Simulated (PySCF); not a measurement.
Simulation results for AlBH2NO, BFH3NSi, CH4B2N, Al2H3O and others

Calculation on a computer-drawn molecule: optimised geometry and harmonic frequencies of an isolated molecule of the commonest isotopes, restricted reference for singlets and unrestricted otherwise, frozen core in MP2. Program: PySCF 2.14.0.

(1) AlBH2NO

Start structure:
```xyz
6
AlBH2NO
O      1.0807     0.2138     1.1209
B      0.7400     1.3277     0.5780
N      0.3439     2.4155     0.0221
Al    -0.2573     3.7794    -0.7190
H      1.9318     0.0784     1.5218
H     -0.8010     5.0449    -1.4007
```

Settings of this run: charge 1, multiplicity 1, method MP2 and basis cc-pV(D+d)Z.

It finds rotational constants 740.9, 2.268, 2.261 GHz; total energy -397.3965 hartree; convergence status largest gradient component 3.487e-05 hartree/bohr.

Drawn bonds:
```tsv
atom	other atom	order
1	2	1
2	3	2
3	4	1
1	5	1
4	6	1
```

Optimised structure:
```xyz
6
AlBH2NO
O      1.0745     0.1762     1.1319
B      0.7480     1.3155     0.5859
N      0.3372     2.4164     0.0187
Al    -0.2660     3.8018    -0.7307
H      1.9537     0.0771     1.5313
H     -0.8092     5.0726    -1.4140
```

Modes:
```tsv
frequency (cm⁻¹)	reduced mass (dalton)
90.3	3.735
92.43	5.953
426	3.748
429.6	1.188
433.4	1.186
470.6	7.654
627.4	10.89
863.3	1.357
1265	10.75
1994	10.61
2134	1.054
3840	1.067
```

(2) BFH3NSi

Start structure:
```xyz
7
BFH3NSi
F     -1.4408    -0.8072     1.4047
B     -0.9110    -1.2149     0.1967
N     -1.7166    -1.1061    -0.9266
Si    -1.2724    -1.4651    -2.5682
H      0.2136    -1.6403     0.1901
H     -2.5955    -0.7453    -0.7486
H     -2.5263    -1.1921    -3.2059
```

Settings of this run: charge 0, multiplicity 1, method HF and basis cc-pV(D+d)Z.

Results for BFH3NSi: rotational constants 44.18, 2.518, 2.382 GHz; total energy -469.3437 hartree; convergence status largest gradient component 9.509e-06 hartree/bohr.

Drawn bonds:
```tsv
atom	other atom	order
1	2	1
2	3	1
3	4	1
2	5	1
3	6	1
4	7	1
```

Optimised structure:
```xyz
7
BFH3NSi
F     -1.4081    -0.8380     1.4057
B     -0.9108    -1.2048     0.2206
N     -1.7249    -1.0927    -0.9333
Si    -1.2258    -1.5275    -2.5434
H      0.2091    -1.6174     0.1714
H     -2.6491    -0.7323    -0.7669
H     -2.5394    -1.1583    -3.2120
```

Modes:
```tsv
frequency (cm⁻¹)	reduced mass (dalton)
142.9	6.101
231.9	5.206
381.1	1.199
428.4	11.65
838.7	1.847
842.3	1.19
952.9	1.754
1004	1.563
1156	1.425
1203	3.711
1282	1.511
1507	2.949
2116	1.043
2774	1.096
3775	1.075
```

(3) CH4B2N

Start structure:
```xyz
8
CH4B2N
C      1.7794     1.7581    -0.9327
B      1.4645     1.7343     0.5003
B      0.0556     1.1147     0.9919
N     -0.9972     0.5821     1.4869
H      1.4284     0.9950    -1.6204
H      2.3348     2.5468    -1.4633
H      2.2070     2.2347     1.2707
H     -1.8699     0.1945     1.8752
```

It was run with charge 0, multiplicity 2, method HF and basis cc-pVDZ.

It finds rotational constants 39.81, 3.643, 3.338 GHz; total energy -143.9876 hartree; spin squared 0.7576; convergence status largest gradient component 1.383e-05 hartree/bohr.

Drawn bonds:
```tsv
atom	other atom	order
1	2	1
2	3	1
3	4	2
1	5	1
1	6	1
2	7	1
4	8	1
```

Optimised structure:
```xyz
8
CH4B2N
C      1.7906     1.7584    -0.9967
B      1.4132     1.8196     0.4917
B      0.0120     1.0713     1.0927
N     -1.0052     0.5269     1.5238
H      1.1926     1.2412    -1.7409
H      2.6843     2.2333    -1.3904
H      2.1310     2.4136     1.2485
H     -1.8159     0.0958     1.8799
```

Modes:
```tsv
frequency (cm⁻¹)	reduced mass (dalton)
174.2	3.25
234.6	1.348
353.5	1.952
480.4	1.315
487.4	3.173
576.5	1.243
693.5	3.221
752.5	1.256
884.3	1.727
924.3	1.302
1105	1.962
1268	2.194
1567	1.201
2080	7.789
2703	1.093
3275	1.056
3364	1.114
4089	1.102
```

(4) Al2H3O

Start structure:
```xyz
6
Al2H3O
O     -0.5948    -1.2895    -1.2959
Al     1.0688    -1.6213    -1.3943
Al     2.6464     0.4458    -1.2415
H     -1.3033    -1.9107    -1.2501
H      1.5202    -3.1454    -1.3939
H      3.2248     1.2568    -2.4883
```

Here we set charge 0, multiplicity 2, method MP2 and basis cc-pV(D+d)Z.

It finds rotational constants 21.02, 2.931, 2.614 GHz; total energy -560.7615 hartree; spin squared 0.7786; convergence status largest gradient component 2.74e-05 hartree/bohr.

Drawn bonds:
```tsv
atom	other atom	order
1	2	1
2	3	1
1	4	1
2	5	1
3	6	1
```

Optimised structure:
```xyz
6
Al2H3O
O     -0.6176    -1.2506    -1.2949
Al     1.0636    -1.6152    -1.3989
Al     2.6475     0.4358    -1.2522
H     -1.2751    -1.9554    -1.2467
H      1.5066    -3.1427    -1.3892
H      3.2370     1.2638    -2.4821
```

Modes:
```tsv
frequency (cm⁻¹)	reduced mass (dalton)
129	5.365
181	1.182
287.9	1.192
341.3	4.65
429.7	1.102
506.3	1.254
577.7	1.054
707	1.525
838.6	3.928
1899	1.044
1919	1.044
3909	1.067
```

(5) C2H8AlB

Start structure:
```xyz
12
C2H8AlB
C      1.3716     1.7893     0.0010
B     -0.1742     1.6839    -0.0361
C     -0.7988     0.3200     0.3850
Al    -0.4069    -0.7977    -1.2342
H      1.7282     1.9309     0.9715
H      1.7745     2.6842    -0.5690
H      1.8740     0.9308    -0.3956
H     -0.8338     2.5813    -0.4143
H     -1.9239     0.3377     0.6002
H     -0.2901    -0.2642     1.1493
H     -1.5637    -1.2982    -2.1926
H      1.0063    -1.2069    -1.6618
```

Settings of this run: charge 0, multiplicity 1, method HF and basis cc-pV(D+d)Z.

Results for C2H8AlB: rotational constants 12.56, 2.626, 2.411 GHz; total energy -346.9988 hartree; convergence status largest gradient component 1.539e-05 hartree/bohr.

Drawn bonds:
```tsv
atom	other atom	order
1	2	1
2	3	1
3	4	1
1	5	1
1	6	1
1	7	1
2	8	1
3	9	1
3	10	1
4	11	1
4	12	1
```

Optimised structure:
```xyz
12
C2H8AlB
C      1.4525     1.9801     0.1596
B     -0.0735     1.6006    -0.0220
C     -0.6514     0.1863     0.2407
Al    -0.6261    -0.9186    -1.4020
H      1.5285     2.7086     0.9781
H      1.8467     2.4919    -0.7255
H      2.1069     1.1384     0.4004
H     -0.8185     2.4649    -0.4246
H     -1.7055     0.1998     0.5390
H     -0.0546    -0.3935     0.9571
H     -1.9428    -1.1080    -2.2565
H      0.7010    -1.6594    -1.8409
```

Modes:
```tsv
frequency (cm⁻¹)	reduced mass (dalton)
36.22	1.153
84.95	1.783
102.1	1.215
192.2	2.401
355.3	1.989
481	1.09
571.9	2.396
623.2	1.41
684.8	1.207
807.8	1.692
820.8	1.281
851	1.072
931.3	1.186
943.3	1.433
1056	1.896
1085	1.697
1159	1.644
1303	1.659
1440	1.364
1523	1.165
1552	1.06
1565	1.064
1981	1.058
1988	1.027
2625	1.091
3145	1.051
3147	1.048
3203	1.093
3215	1.103
3237	1.102
```

(6) CH4BFN

Start structure:
```xyz
8
CH4BFN
C     -0.8069    -0.1018    -1.3785
B     -0.6833     0.8749    -0.2785
N     -1.3398     0.7793     0.9766
F     -0.0458     2.0686    -0.4551
H     -1.3760    -1.0663    -1.1981
H     -0.3340    -0.0169    -2.3419
H     -1.8525     0.0092     1.2966
H     -1.2673     1.5672     1.7161
```

Here we set charge 0, multiplicity 2, method HF and basis cc-pVDZ.

Results for CH4BFN: rotational constants 9.632, 8.731, 4.58 GHz; total energy -218.8641 hartree; spin squared 0.7599; convergence status largest gradient component 2.751e-05 hartree/bohr.

Drawn bonds:
```tsv
atom	other atom	order
1	2	1
2	3	1
2	4	1
1	5	1
1	6	1
3	7	1
3	8	1
```

Optimised structure:
```xyz
8
CH4BFN
C     -0.8157    -0.1432    -1.3580
B     -0.7255     0.9345    -0.2474
N     -1.3279     0.8096     1.0062
F     -0.0275     2.0649    -0.4909
H     -1.3581    -1.0750    -1.2348
H     -0.3342    -0.0109    -2.3209
H     -1.8628     0.0140     1.2790
H     -1.2540     1.5202     1.7039
```

Modes:
```tsv
frequency (cm⁻¹)	reduced mass (dalton)
262.4	1.03
338.2	2.281
423	1.208
437.6	3.474
526.9	1.471
612.7	1.211
720.9	2.801
831	4.255
890.1	1.475
964.2	1.682
1372	3.252
1450	3.547
1557	1.374
1742	1.295
3281	1.057
3374	1.114
3828	1.051
3940	1.099
```

(7) CH6ClNSi

Start structure:
```xyz
10
CH6ClNSi
C     -0.2249    -0.6918     0.3040
Si    -0.0038     0.5641     1.7187
N      1.2896     1.7041     1.1470
Cl    -1.6861     1.5034     2.1662
H     -0.9911    -1.4664     0.6588
H     -0.6812    -0.2236    -0.5074
H      0.6228    -1.1893     0.0124
H      0.5774     0.0276     2.9441
H      1.5734     2.4634     1.6991
H      1.3848     1.8648     0.1435
```

Settings of this run: charge 0, multiplicity 1, method HF and basis cc-pV(D+d)Z.

The calculation gives: rotational constants 5.788, 3.221, 2.321 GHz; total energy -844.3589 hartree; convergence status largest gradient component 3.69e-05 hartree/bohr.

Drawn bonds:
```tsv
atom	other atom	order
1	2	1
2	3	1
2	4	1
1	5	1
1	6	1
1	7	1
2	8	1
3	9	1
3	10	1
```

Optimised structure:
```xyz
10
CH6ClNSi
C     -0.2574    -0.7077     0.3485
Si     0.1063     0.5734     1.6484
N      1.2917     1.6684     1.0926
Cl    -1.7159     1.5081     2.1123
H     -1.0284    -1.4000     0.6935
H     -0.6160    -0.2381    -0.5717
H      0.6461    -1.2775     0.1154
H      0.5731     0.0032     2.9220
H      1.6762     2.3352     1.7368
H      1.1852     2.0913     0.1886
```

Modes:
```tsv
frequency (cm⁻¹)	reduced mass (dalton)
162.7	1.044
199.1	2.029
223.6	2.233
270	2.108
304.7	1.866
494.8	3.782
533.2	1.924
691.2	1.176
734.2	2.616
820.2	1.256
881.6	2.079
934.1	1.392
955.7	1.51
997.1	1.344
1399	1.267
1548	1.049
1551	1.049
1700	1.111
2355	1.041
3172	1.036
3255	1.101
3265	1.102
3765	1.051
3853	1.094
```

(8) FH2O2Si

Start structure:
```xyz
6
FH2O2Si
O     -0.9482    -0.6350     1.0798
Si    -1.2422    -0.6923    -0.5249
O      0.0276    -1.2295    -1.4036
F     -2.3861    -1.7911    -0.7907
H     -0.9578    -1.4392     1.5822
H      0.8280    -0.7255    -1.4048
```

It was run with charge 0, multiplicity 2, method MP2 and basis cc-pV(D+d)Z.

The calculation gives: rotational constants 7.297, 6.772, 3.881 GHz; total energy -540.0277 hartree; spin squared 0.753; convergence status largest gradient component 2.262e-05 hartree/bohr.

Drawn bonds:
```tsv
atom	other atom	order
1	2	1
2	3	1
2	4	1
1	5	1
3	6	1
```

Optimised structure:
```xyz
6
FH2O2Si
O     -0.9451    -0.6033     1.1094
Si    -1.2289    -0.6974    -0.5215
O      0.0461    -1.2728    -1.4179
F     -2.4058    -1.7903    -0.7950
H     -0.9643    -1.4563     1.5697
H      0.8192    -0.6924    -1.4067
```

Modes:
```tsv
frequency (cm⁻¹)	reduced mass (dalton)
143.9	1.201
216.2	1.233
297.3	6.909
333.8	3.341
381.6	6.876
755.1	4.026
811.5	1.376
848.8	2.034
920.7	5.977
944.3	3.843
3847	1.066
3890	1.067
```
